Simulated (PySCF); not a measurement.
B(H)(Me)2 (C2H7B), SMILES B(C)C. Atoms are numbered in the order given.

```xyz
10

B      0.0000     0.0000     0.5477
H      0.0000     0.0000     1.7490
C      1.3771     0.0122    -0.1930
H      2.1364     0.6250     0.3021
H      1.3310     0.2705    -1.2542
H      1.7601    -1.0205    -0.1338
C     -1.3771    -0.0122    -0.1930
H     -1.7601     1.0205    -0.1338
H     -2.1364    -0.6250     0.3021
H     -1.3310    -0.2705    -1.2542
```
Charge 0, spin multiplicity 1.

Coordinates come from a TPSSh-D3(BJ)/def2-TZVP optimisation.

Level of theory: PBE/def2-TZVPD (PySCF).

Symmetry labels are those of the subgroup C2 that the program uses (full group C2).

Computed valence orbital energies around the gap with their symmetry:
```json
[
 {"orbital": "HOMO−7", "symmetry": "B", "energy (eV)": "-16.70"},
 {"orbital": "HOMO−6", "symmetry": "A", "energy (eV)": "-11.15"},
 {"orbital": "HOMO−5", "symmetry": "A", "energy (eV)": "-10.17"},
 {"orbital": "HOMO−4", "symmetry": "B", "energy (eV)": "-9.90"},
 {"orbital": "HOMO−3", "symmetry": "B", "energy (eV)": "-9.41"},
 {"orbital": "HOMO−2", "symmetry": "A", "energy (eV)": "-9.31"},
 {"orbital": "HOMO−1", "symmetry": "B", "energy (eV)": "-7.51"},
 {"orbital": "HOMO", "symmetry": "A", "energy (eV)": "-7.27"},
 {"orbital": "LUMO", "symmetry": "B", "energy (eV)": "-1.66"},
 {"orbital": "LUMO+1", "symmetry": "A", "energy (eV)": "-0.28"},
 {"orbital": "LUMO+2", "symmetry": "B", "energy (eV)": "0.43"},
 {"orbital": "LUMO+3", "symmetry": "A", "energy (eV)": "0.79"}
]
```
